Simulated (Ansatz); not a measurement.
`C=[CH][SnH]([Cl])[Cl]` + H₂ → `C=[CH][SnH2][Cl]` + HCl at 700 K and 1 bar (hydrogenolysis of the Sn–Cl bond).

Computed with Ansatz on PBE0-D4/def2-TZVP structures; ΔE is electronic, products minus reactants. CCSD(T)/CBS adds triple-zeta CCSD(T) − MP2 to the extrapolated MP2 energy (def2 sets, frozen cores). This one scheme is used for every species. Elements past krypton have def2 core potentials. For Sn outer-core shells are correlated without core-valence functions, which leaves a few kJ/mol of doubt a bond. One conformer a species, not always the lowest.

```json
{"species": "`C=[CH][SnH]([Cl])[Cl]`", "CCSD(T)/CBS energy (Eh)": "-1212.15837", "H − E (kJ/mol)": "212.2", "S (J/(mol·K))": "495.2"}
{"species": "H₂", "CCSD(T)/CBS energy (Eh)": "-1.17544", "H − E (kJ/mol)": "46.8", "S (J/(mol·K))": "155.3"}
{"species": "`C=[CH][SnH2][Cl]`", "CCSD(T)/CBS energy (Eh)": "-752.92130", "H − E (kJ/mol)": "219.3", "S (J/(mol·K))": "454.7"}
{"species": "HCl", "CCSD(T)/CBS energy (Eh)": "-460.38127", "H − E (kJ/mol)": "38.4", "S (J/(mol·K))": "211.8"}
```

H − E and S are ideal-gas, rigid-rotor, harmonic terms from PBE0-D4/def2-TZVP, for one conformer and one mirror image of each species. For small species the MP2-based limit differs from directly extrapolated CCSD(T) by up to some mEh (0.8 for H₂); such offsets cancel only in part. 1 Eh = 2625.50 kJ/mol, R = 8.31446 J/(mol·K).

Q: By hand: ΔE, ΔH, ΔS and ΔG.

A: ΔE = (-752.92130) + (-460.38127) − (-1212.15837) − (-1.17544) = 0.03124 Eh = 82.0 kJ/mol. Δ(H − E) = 219.3 + 38.4 − 212.2 − 46.8 = -1.3, so ΔH = 80.7 kJ/mol. ΔS = 454.7 + 211.8 − 495.2 − 155.3 = 16.0 J/(mol·K). ΔG = 80.7 − 700 × (16.0)/1000 = 69.5 kJ/mol.

Q: By hand: the equilibrium constant, and the temperature at which ΔG would vanish if ΔH and ΔS stayed fixed.

A: log₁₀ K = −ΔG/(RT ln 10) = -5.2. ΔG = 0 at ΔH/ΔS = 5044 K, far beyond where these terms or the molecules hold.

ΔH outweighs TΔS. A doubt of 5 kJ/mol in ΔE shifts log₁₀ K by 0.4 here. Other conformers and mirror images would add mixing entropy, several J/(mol·K) or more a flexible species. Modes under 60 cm⁻¹, often nearly free rotors, make the harmonic entropy too high. These are equilibria of isolated gas molecules and say nothing of rates. Largest T1 diagnostic: 0.012 (customary marks: 0.02 for closed shells, 0.045 for open ones).
